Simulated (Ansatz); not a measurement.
A search over several starts for the lowest SCF solution of the cluster AlNi2⁻ at the given spin, in a small basis.

```yaml
crystal:
  periodic: [false, false, false]
  atoms:
    - {symbol: Ni, position_ang: [-0.575794, 0.730938, 0.906483]}
    - {symbol: Ni, position_ang: [1.124070, 0.430978, -0.490117]}
    - {symbol: Al, position_ang: [-0.548275, -1.161916, -0.416356]}
basis:
  gaussian: {orbitals: def2-SVP}
total_charge: -1
magnetization: {spin_polarized: true, initial_magnetization: 0}
hamiltonian: {xc: pbe0, dispersion: d4}
output: {orbitals: {seedname: orbitals}}
```

```sh
$ ansatz run in.yaml --threads 4 --pin off --events-out ev --progress --plain --max-ram 3916MiB
```

Shortened log:

```
Functional definition: PBE0
828 factors; integrals over basis functions are off by at most 9.4e-4 eV
mean field evaluation 1: about -88648.1663 eV, gradient 3.5e1 eV
mean field evaluation 2: about -88603.2446 eV, gradient 1.2e2 eV
mean field evaluation 4: about -88651.4064 eV, gradient 9.4e0 eV
mean field evaluation 8: about -88651.8728 eV, gradient 1.8e-1 eV
mean field evaluation 16: about -88651.9594 eV, gradient 1.1e-2 eV
mean field evaluation 32: about -88652.1896 eV, gradient 1.5e0 eV
mean field evaluation 64: about -88653.6080 eV, gradient 4.9e-6 eV
mean field evaluation 96: about -88653.6080 eV, gradient 1.6e-4 eV
mean field evaluation 128: about -88652.0443 eV, gradient 1.5e1 eV
mean field evaluation 160: about -88653.6029 eV, gradient 4.2e-5 eV
mean field evaluation 192: about -88652.9851 eV, gradient 3.2e-1 eV
mean field evaluation 224: about -88653.0986 eV, gradient 4.6e-5 eV
mean field evaluation 256: about -88653.6029 eV, gradient 1.4e-3 eV
mean field evaluation 288: about -88653.5976 eV, gradient 1.4e-1 eV
mean field evaluation 320: about -88653.6029 eV, gradient 3.1e-5 eV
mean field evaluation 352: about -88653.5828 eV, gradient 4.1e-1 eV
mean field evaluation 384: about -88653.4941 eV, gradient 6.0e-1 eV
mean field evaluation 416: about -88653.6076 eV, gradient 6.1e-3 eV
a density is far from that of the atoms, so the factors are made again for it
890 factors; integrals over basis functions are off by at most 1.2e-4 eV
mean field -88653.60761931 eV, -3257.9599884360 hartree, gradient 8.9e-6 eV, S^2 1.062278; 0 other end points of the search recorded, 0 dependent functions left out
reference -88653.60764017 eV, -3257.9599892028 hartree; 35, 35 occupied and 45, 45 virtual orbitals, 890 factors
Total energy: -88653.69285473 eV, -3257.9631207801 hartree
```

It took 65 s on 4 threads of Arm Neoverse V2 on a shared host.

The unrestricted singlet has broken spin symmetry (⟨S²⟩ up to 1.06). The highest occupied level of the charge -1 singlet lies above zero (up to 0.35 eV). The electron is either unbound and held by the finite basis, or the level is raised by self-interaction error. At PBE0-D4/def2-TZVPD a triplet of charge -1 lies 0.11 eV below the unrestricted singlet, which stands at the restricted singlet's geometry. The structure comes from a short search, and lower isomers may exist.
